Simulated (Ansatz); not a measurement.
C$_{4}$H$_{5}$ (SMILES C=C1[CH-]C1), charge -1, singlet, at a GFN2-xTB geometry (a gas-phase anion, which may not be bound at this level); BHLYP/STO-3G (Ansatz, a first-principles code).

Input for Ansatz:
Ansatz 0.2 input:
```yaml
crystal:
  periodic: [false, false, false]
  atoms:
    - {symbol: C, position_ang: [0.02175028, -0.12408657, 0.25511709]}
    - {symbol: C, position_ang: [-0.03382703, -0.78243920, -0.96149211]}
    - {symbol: C, position_ang: [-0.03562593, 0.72694132, -0.96482053]}
    - {symbol: C, position_ang: [-0.03703522, -0.02725049, 1.59144410]}
    - {symbol: H, position_ang: [0.74712244, -1.39169963, -1.41643569]}
    - {symbol: H, position_ang: [0.85066478, 1.35445423, -1.19119110]}
    - {symbol: H, position_ang: [-0.95600069, 1.25563075, -1.25226488]}
    - {symbol: H, position_ang: [0.06907213, -0.89566575, 2.23581421]}
    - {symbol: H, position_ang: [-0.20243112, 0.91829006, 2.10258625]}
basis:
  gaussian:
    orbitals: STO-3G
hamiltonian:
  xc: {name: BHLYP}
total_charge: -1
accuracy: high
```

Q: Write the output that Ansatz gives for this input, abridged.

A: 
```
Functional definition: BHLYP
506 factors; integrals over basis functions are off by at most 3.6e-9 eV
mean field evaluation 1: about -4166.8001 eV, gradient 1.9e1 eV
mean field evaluation 2: about -4167.1509 eV, gradient 1.7e1 eV
mean field evaluation 4: about -4167.9810 eV, gradient 1.4e0 eV
mean field evaluation 8: about -4167.9890 eV, gradient 1.4e-2 eV
mean field evaluation 16: about -4167.9890 eV, gradient 1.3e-7 eV
mean field -4167.98899609 eV, -153.1707704420 hartree, gradient 2.7e-8 eV, S^2 0.000000; 0 other end points of the search recorded, 0 dependent functions left out
reference -4167.98901738 eV, -153.1707712243 hartree; 15, 15 occupied and 10, 10 virtual orbitals, 506 factors
Total energy: -4167.98901738 eV, -153.1707712243 hartree
```
